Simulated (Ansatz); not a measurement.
Two structures of BH₃SF₂, closed shell, reached by relaxing down either side of one saddle point (PBE0-D4/def2-TZVP). Energies are electronic, without zero-point energy. Computed with Ansatz 0.2.0 (basis: def2-TZVPP and def2-QZVPP); correlated methods freeze the cores. Extrapolation: Hartree–Fock as exp(−7.88 √X), correlation as X^−2.97. First:

```csv
atom,x (Å),y (Å),z (Å)
B1,-0.5783,0.2428,-0.6754
S2,1.0509,0.6854,-1.3022
F3,-1.1702,-0.8406,-1.1361
F4,-1.2133,0.9667,0.2258
H5,0.7090,-1.4041,1.5499
H6,0.0414,-1.4383,1.8827
H7,1.1604,1.7884,-0.5447
```

Second:

| atom | x (Å) | y (Å) | z (Å) |
| --- | --- | --- | --- |
| B1 | -1.2069 | -0.4250 | 0.2282 |
| S2 | 1.4529 | 0.3804 | -0.8309 |
| F3 | -1.5529 | -1.1252 | -0.8332 |
| F4 | -1.6184 | 0.8282 | 0.3003 |
| H5 | 2.1956 | -0.2340 | 0.1027 |
| H6 | -0.6818 | -0.9474 | 1.1616 |
| H7 | 1.4113 | 1.5232 | -0.1287 |

Which bonds change from the first to the second?

BHSF₂ ([F][B]([F])[SH]) + H₂ → BHF₂ ([F][BH][F]) + H₂S; bonds formed: B1–H6, S2–H5; bonds broken: B1–S2, H5–H6.

Give the saddle point's structure and its height above each. (Judge from chemistry; the value comes from the calculation.)

Computed: 1.817 eV above the first and 1.514 eV above the second (CCSD(T) at an estimated basis limit (MP2 extrapolated from triple and quadruple zeta, plus CCSD(T) − MP2 in triple zeta)).
```xyz
7
angstrom
B -0.6033 -0.2147 -0.0325
S 1.1849 0.3554 -0.8859
F -1.1892 -1.1257 -0.8194
F -1.2938 0.8465 0.4057
H 0.7312 -0.4881 0.4499
H -0.0874 -0.8496 1.0308
H 1.2575 1.4763 -0.1486
```

No T1 diagnostic of these runs exceeds 0.013. The end structure is not quite a true minimum (one mode of 32i cm⁻¹).

Labels in which every atom is bracketed show which atoms are joined, not bond orders.

For scale, one of the runs: CCSD(T)/def2-TZVPP, 177 basis functions (an equivalent command: `ansatz run in.yaml --threads 2`). Hardware: 2 CPU threads, shared host. Wall time 52 s; peak host memory 1.7 GiB.
